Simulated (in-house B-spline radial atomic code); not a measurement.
Configurations of Ge, with energies counted from [Ar] 3d10 4s2 4p2. Method: Dirac-Hartree-Fock, average of configuration, Fermi nucleus of rms radius 4.0742 fm. Calculated with a radial B-spline atomic code at the basis-set limit. Energies include first-order Breit, QED and recoil terms.

Occupations are held fixed; configurations that lie above the ionisation limit could autoionise.

| configuration | E - E(ref) (eV) | highest orbital | its <r> (bohr) |
| --- | --- | --- | --- |
| [Ar] 3d10 4s2 4p1 7s1 | 6.0961 | 7s1/2 | 26.34 |
| [Ar] 3d10 4s2 4p1 6d1 | 6.3118 | 6d5/2 | 33.13 |
| [Ar] 3d10 4s2 4p1 6g1 | 6.4967 | 6g9/2 | 44 |
| [Ar] 3d10 4s1 4p2 5g1 | 14.137 | 5g9/2 | 27.5 |
| [Ar] 3d9 4s2 4p2 5s1 | 33.269 | 5s1/2 | 6.78 |
| [Ar] 3d9 4s2 4p2 4f1 | 35.528 | 4f5/2 | 17.97 |
| [Ar] 3d9 4s2 4p2 7f1 | 36.101 | 7f5/2 | 67.43 |

Order these further configurations by energy, lowest first.
A. [Ar] 3d10 4s1 4p2 7f1
B. [Ar] 3d10 4s2 4p1 6f1
C. [Ar] 3d10 4s2 4p1 7d1
D. [Ar] 3d10 4s2 4p1 7g1
E. [Ar] 3d9 4s2 4p2 8s1

C (6.4856 eV), B (6.4964 eV), D (6.597 eV), A (14.404 eV), E (35.862 eV).

How far above the reference does [Ar] 3d10 4s1 4p2 4f1 lie?

13.831 eV; its least bound orbital is 4f5/2 with <r> = 17.96 bohr.

How far above the reference does [Ar] 3d9 4s2 4p2 7g1 lie?

36.101 eV; its least bound orbital is 7g9/2 with <r> = 63.5 bohr.
